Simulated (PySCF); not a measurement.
Y (SMILES [Y]), doublet (core potentials on Y). Base run: M062X/def2-SV(P) run with PySCF.

Here is a job for PySCF.
```python
from pyscf import gto, scf, dft

mol = gto.Mole()
mol.atom = '''
    Y     0.000000    0.000000    0.000000
'''
mol.basis = 'def2-sv(p)'
mol.ecp = {'Y': 'def2-sv(p)'}
mol.charge = 0
mol.spin = 1
mol.verbose = 4
mol.build()

mf = dft.UKS(mol)
mf.xc = 'm062x'
mf.kernel()
```

The base run was repeated with changes; each row names its change, and settings that it needs were set with it.

```json
[
 {"change": "base", "ΔE vs base (mEh)": "0.000", "fitting functions": "-", "outcome": "converged"},
 {"change": "auxbasis = cc-pvdz-jkfit", "ΔE vs base (mEh)": "-", "fitting functions": "-", "outcome": "input refused"},
 {"change": "only_dfj = on; auxbasis = def2-universal-jfit", "ΔE vs base (mEh)": "-0.027", "fitting functions": "89", "outcome": "converged"},
 {"change": "auxbasis = even-tempered beta=1.6", "ΔE vs base (mEh)": "0.000", "fitting functions": "251", "outcome": "converged"},
 {"change": "auxbasis = def2-tzvp-ri", "ΔE vs base (mEh)": "-", "fitting functions": "-", "outcome": "input refused"},
 {"change": "auxbasis = def2-universal-jkfit", "ΔE vs base (mEh)": "0.000", "fitting functions": "255", "outcome": "converged"},
 {"change": "auxbasis = default (with mf = mf.density_fit())", "ΔE vs base (mEh)": "0.000", "fitting functions": "255", "outcome": "converged"},
 {"change": "auxbasis = even-tempered beta=3.0", "ΔE vs base (mEh)": "-34.367", "fitting functions": "109", "outcome": "converged"},
 {"change": "auxbasis = cc-pvtz-ri", "ΔE vs base (mEh)": "-", "fitting functions": "-", "outcome": "input refused"},
 {"change": "auxbasis = autoaux", "ΔE vs base (mEh)": "0.077", "fitting functions": "209", "outcome": "converged"}
]
```

A fitting set is made for a task (jfit for Coulomb, jkfit for Coulomb and exchange, ri for correlation) and for a family of orbital bases.

Open shells are given as the SCF converged; they aren't shown to be the lowest states, and a large step between rows can be another state.

- auxbasis = cc-pvdz-jkfit: ended with `pyscf.lib.exceptions.BasisNotFoundError: Basis set not found for Y in cc-pvdz-jkfit`
- auxbasis = def2-tzvp-ri: ended with `pyscf.lib.exceptions.BasisNotFoundError: Basis set not found for Y in def2-tzvp-ri`
- auxbasis = cc-pvtz-ri: ended with `pyscf.lib.exceptions.BasisNotFoundError: Basis set not found for Y in cc-pvtz-ri`
